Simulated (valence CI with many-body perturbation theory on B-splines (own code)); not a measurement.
# Questions on Bi XLIII

Calculated by relativistic CI+MBPT: five valence electrons over a frozen Dirac-Fock core [Kr], a basis of 7 s, 7 p, 8 d, 6 f, 4 g, 1 h functions for each j, with the one-electron correlation potential Σ1 (screened to all orders), the two-electron term Σ2, the three-electron term Σ3, Breit, model QED; selected single and double excitations, second order for the rest, scaled by the run's own slope (own B-spline code, finite nucleus).

The last digits are not significant, and no measured levels were compared; by estimate large intervals hold to a few tenths of a per cent, small ones and those within an open d or f shell to about a per cent. Among the levels kept, up to 410 cm⁻¹ of a level comes from second order outside the variational space, and about a tenth of that is noise between levels of different J, which matters for small intervals. Only levels of the ground parity were solved; by the run's estimate the other parity begins above the list, which can be wrong where configurations are misplaced.

Levels are named by their leading jj configuration (3d3/2^4 stands for four electrons in 3d with j = 3/2), which in mixed levels can hold well under half, so a name can repeat and another be missing.

Rates and lifetimes use the calculated energies. Strong lines usually hold to 10 to 20 %, long lifetimes can be off by a factor of two.

**Question.** What is the ground level?

**Answer.** (4d3/2^4 4d5/2) J=5/2, composition 25 % 4d⁵ ²D + 25 % 4d⁵ ⁴P + 18 % 4d⁵ ²F, g = 1.282.

**Question.** How well does LS coupling describe the low levels?

**Answer.** Among the lowest 20 levels the leading LS term, summed over configurations, holds 49 % on average. For single configurations the figures are 48 % in LS and 97 % in jj coupling. Terms mix most in the J = 5/2 level at 0 cm⁻¹, where the leading one holds 25 %.

**Question.** What is the ionisation energy?

**Answer.** 2091.7 eV; NIST lists 2090 ± 4 eV (theoretical).
